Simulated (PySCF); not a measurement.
## ECD: `O=C[C@H]1C[SiH2][Si@@H]1[SiH3]`, C₃H₁₀OSi₃

Geometry:
| atom | x (Å) | y (Å) | z (Å) |
| --- | --- | --- | --- |
| O1 | -2.246 | 1.405 | -0.217 |
| C2 | -1.530 | 1.287 | 0.765 |
| C3 | -0.640 | 0.166 | 0.941 |
| C4 | -1.204 | -1.079 | 0.255 |
| Si5 | -1.022 | -0.558 | -1.582 |
| Si6 | 0.660 | 0.694 | -0.491 |
| Si7 | 2.733 | -0.139 | 0.154 |
| H8 | -1.478 | 2.097 | 1.514 |
| H9 | -0.275 | 0.043 | 1.958 |
| H10 | -0.588 | -1.949 | 0.484 |
| H11 | -2.216 | -1.296 | 0.595 |
| H12 | -2.204 | -0.124 | -2.310 |
| H13 | -0.428 | -1.665 | -2.371 |
| H14 | 0.728 | 2.171 | -0.540 |
| H15 | 2.853 | -1.558 | -0.187 |
| H16 | 3.803 | 0.556 | -0.562 |
| H17 | 3.048 | -0.038 | 1.584 |

Computed with TDDFT wB97X-D/def2-SVPD circular dichroism and optical rotation, one conformer, gas phase (PySCF). Geometry: GFN2-xTB.

The molecule is flexible and this is one conformer; a measurement averages over conformers.

**Question.** Assign R or S to each stereocentre.

**Answer.** C3 S, Si6 S.

**Question.** List the lowest 8 singlet excitations with oscillator and rotatory strengths.

**Answer.** Rotatory strengths R in 10⁻⁴⁰ esu² cm², velocity form and length form (origin at the centre of mass); f in length form.
```csv
state,E (eV),λ (nm),f,R (velocity),R (length),main
1,4.45,279,0.009,+18.1,+18.6,"HOMO→LUMO+1 0.38, HOMO→LUMO 0.31"
2,5.45,227,0.019,-54.7,-54.8,"HOMO−1→LUMO 0.82, HOMO→LUMO 0.10"
3,5.64,220,0.018,-14.0,-14.2,"HOMO→LUMO+1 0.41, HOMO→LUMO 0.41"
4,6.05,205,0.042,-7.4,-9.9,"HOMO−1→LUMO+1 0.34, HOMO−2→LUMO 0.28"
5,6.24,199,0.279,+74.2,+73.1,"HOMO−1→LUMO+1 0.54, HOMO−2→LUMO 0.10"
6,6.56,189,0.009,-5.4,-5.0,HOMO−3→LUMO 0.81
7,6.61,188,0.038,+110.8,+109.8,"HOMO→LUMO+2 0.43, HOMO−2→LUMO 0.32"
8,6.76,183,0.011,-47.8,-45.5,"HOMO−1→LUMO+2 0.56, HOMO−1→LUMO+3 0.10"
```

Among the states computed, the strongest CD band (largest |R|) is state 7. The largest dissymmetry factor in size, g = 4R/(D+G), with D and G the electric and magnetic dipole strengths, is -0.041 for state 8 (velocity form, f = 0.012), among bands with |R| over 0.5. The mirror image has the same energies and oscillator strengths and all R with the opposite sign.
